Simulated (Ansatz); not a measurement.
One geometry of the cluster Ti₄⁺, several levels of theory.

```yaml
crystal:
  periodic: [false, false, false]
  atoms:
    - {symbol: Ti, position_ang: [-0.245271, -1.304861, 0.755676]}
    - {symbol: Ti, position_ang: [1.351663, 0.246172, -0.756829]}
    - {symbol: Ti, position_ang: [-1.282794, -0.293628, -0.775798]}
    - {symbol: Ti, position_ang: [0.176402, 1.352327, 0.776941]}
basis:
  gaussian: {orbitals: def2-TZVP, initial_orbitals: start.molden}
total_charge: 1
magnetization: {spin_polarized: true, initial_magnetization: 1}
hamiltonian: {xc: pbe, dispersion: d4}
scf: {omitted_lower_state_checks: [starts]}
output: {forces: true, orbitals: {seedname: orbitals}}
```

The file start.molden holds the orbitals of an earlier run on this structure, at another level or in another basis.

```sh
$ ansatz run in.yaml --threads 4 --pin off --events-out ev --progress --plain --max-ram 4787MiB
```

Shortened log:

```
Functional definition: PBE
1652 factors; their error is unknown
mean field evaluation 1: about -92425.1642 eV, gradient 8.4e0 eV
mean field evaluation 2: about -92425.8967 eV, gradient 1.7e0 eV
mean field evaluation 4: about -92426.1917 eV, gradient 3.6e-1 eV
mean field evaluation 8: about -92426.1952 eV, gradient 3.9e-4 eV
mean field evaluation 16: about -92426.1952 eV, gradient 6.6e-5 eV
mean field -92426.19520694 eV, -3396.6000251299 hartree, gradient 4.2e-6 eV, S^2 2.667174; 0 other end points of the search recorded, 0 dependent functions left out
reference -92426.19525159 eV, -3396.6000267708 hartree; 44, 43 occupied and 136, 137 virtual orbitals, 1652 factors
Total energy: -92426.35593078 eV, -3396.6059316220 hartree
Atom 0 at    -0.245271    -1.304861     0.755676 Å, force     0.148033    -0.277836     0.317944 eV/Å
Atom 1 at     1.351663     0.246172    -0.756829 Å, force     0.288546    -0.134441    -0.285274 eV/Å
Atom 2 at    -1.282794    -0.293628    -0.775798 Å, force    -0.282798     0.141316    -0.317120 eV/Å
Atom 3 at     0.176402     1.352327     0.776941 Å, force    -0.153781     0.270962     0.284449 eV/Å
Dipole moment:    -0.023708    -0.024780    -0.000275 e Å
Checks for a lower state left out: starts
```

Run time 9.5 s (4 threads of Arm Neoverse V2 on a shared host).

First input, but with `hamiltonian: {xc: hf}`, `output: {orbitals: {seedname: orbitals}}` (abridged; 57 s):

```
Functional definition: HF
mean field evaluation 16: about -92334.5407 eV, gradient 5.0e-2 eV
mean field evaluation 32: about -92334.5251 eV, gradient 6.5e-1 eV
mean field evaluation 64: about -92334.5674 eV, gradient 6.1e-5 eV
mean field -92334.56741649 eV, -3393.2327659384 hartree, gradient 2.7e-6 eV, S^2 6.182281
Total energy: -92334.56741649 eV, -3393.2327659384 hartree
Checks for a lower state left out: starts
```

As the first input, with `gaussian: {orbitals: def2-SVP, initial_orbitals: start.molden}`, `correlation: {method: ccsd_t}`, `scf: {omitted_lower_state_checks: [starts, cluster_reference]}`, `output: {orbitals: {seedname: orbitals}}` and without the key `hamiltonian` (abridged; 1.9 min):

```
Functional definition: HF
mean field evaluation 16: about -92322.4980 eV, gradient 1.1e0 eV
mean field evaluation 32: about -92322.5415 eV, gradient 2.7e-2 eV
mean field -92322.54155935 eV, -3392.7908238398 hartree, gradient 2.1e-6 eV, S^2 6.088936
20 core orbitals not correlated: weight in the atoms' cores, before any rotation towards them, 1.000 or more for the frozen orbitals, at most 0.000 for the correlated occupied ones
second order -22.76928613 eV of doubles, -0.00000000 eV of singles
cycle   1  -23.62390103 eV  change   -8.5e-1 eV  update   2.5e-1
cycle   2  -24.84769472 eV  change    -1.2e0 eV  update   1.2e-1
cycle   3  -25.64235229 eV  change   -7.9e-1 eV  update   1.2e-1
cycle   4  -26.11100362 eV  change   -4.7e-1 eV  update   7.9e-2
cycle   5  -26.42477869 eV  change   -3.1e-1 eV  update   5.5e-2
cycle   6  -26.70418048 eV  change   -2.8e-1 eV  update   3.4e-2
cycle   7  -26.82610301 eV  change   -1.2e-1 eV  update   2.2e-2
cycle   8  -26.89336403 eV  change   -6.7e-2 eV  update   1.6e-2
[...]
cycle  23  -26.97053909 eV  change   -7.6e-4 eV  update   6.4e-4
cycle  24  -26.97164101 eV  change   -1.1e-3 eV  update   5.1e-4
cycle  25  -26.97198957 eV  change   -3.5e-4 eV  update   4.2e-4
cycle  26  -26.97188331 eV  change    1.1e-4 eV  update   3.3e-4
cycle  27  -26.97170776 eV  change    1.8e-4 eV  update   2.5e-4
cycle  28  -26.97137605 eV  change    3.3e-4 eV  update   1.9e-4
cycle  29  -26.97121439 eV  change    1.6e-4 eV  update   1.5e-4
cycle  30  -26.97105974 eV  change    1.5e-4 eV  update   1.1e-4
cycle  31  -26.97095093 eV  change    1.1e-4 eV  update   8.7e-5
cycle  32  -26.97089604 eV  change    5.5e-5 eV  update   7.0e-5
cycle  33  -26.97087112 eV  change    2.5e-5 eV  update   6.0e-5
cycle  34  -26.97083320 eV  change    3.8e-5 eV  update   5.2e-5
perturbative correction -2.52731121 eV, -0.0928769739 hartree
Total energy: -92352.03970376 eV, -3393.8748606523 hartree
Checks for a lower state left out: starts, cluster_reference
```

As the first input, with `hamiltonian: {xc: pbe0, dispersion: d4}`, `output: {orbitals: {seedname: orbitals}}` (abridged; 31 s):

```
Functional definition: PBE0
mean field evaluation 16: about -92425.6045 eV, gradient 3.3e-2 eV
mean field evaluation 32: about -92425.6051 eV, gradient 7.4e-6 eV
mean field -92425.60506096 eV, -3396.5783376650 hartree, gradient 7.4e-6 eV, S^2 3.788763
Total energy: -92425.74143303 eV, -3396.5833492461 hartree
Checks for a lower state left out: starts
```

First input, but with `hamiltonian: {xc: {name: revPBE}, dispersion: d4}`, `output: {orbitals: {seedname: orbitals}}` (abridged; 12 s):

```
Functional definition: revPBE
mean field evaluation 16: about -92439.4363 eV, gradient 3.3e-5 eV
mean field -92439.43631748 eV, -3397.0866269670 hartree, gradient 4.9e-6 eV, S^2 2.731337
Total energy: -92439.69369769 eV, -3397.0960855154 hartree
Checks for a lower state left out: starts
```

First input, but with `hamiltonian: {xc: r2scan, dispersion: d4}`, `output: {orbitals: {seedname: orbitals}}` (abridged; 50 s):

```
Functional definition: r2SCAN
mean field evaluation 16: about -92445.5143 eV, gradient 2.1e-5 eV
mean field -92445.51430069 eV, -3397.3099887300 hartree, gradient 8.5e-6 eV, S^2 3.651258
Total energy: -92445.53998142 eV, -3397.3109324797 hartree
Checks for a lower state left out: starts
```

Geometry: PBE-D4/def2-SVP.

Correlated methods freeze 20 core orbitals; core or outer-core shells of Ti are correlated, in sets that lack core-valence functions. At PBE-D4/def2-TZVP, HF/def2-TZVP, CCSD(T)/def2-SVP, PBE0-D4/def2-TZVP and others the charge 1 doublet is spin-contaminated (final ⟨S²⟩ up to 6.18, 0.75 for a pure state). At CCSD(T)/def2-SVP T1 of the charge 1 doublet is large (up to 0.118), so the single-reference result is doubtful. No other spin state of charge 1 was run. The geometry of the doublet was relaxed on an unsound state (⟨S²⟩ 2.74, where a pure state has 0.75). Another isomer (sextet) lies 0.25 eV lower at PBE0-D4/def2-TZVP; other spin states weren't run for this one.
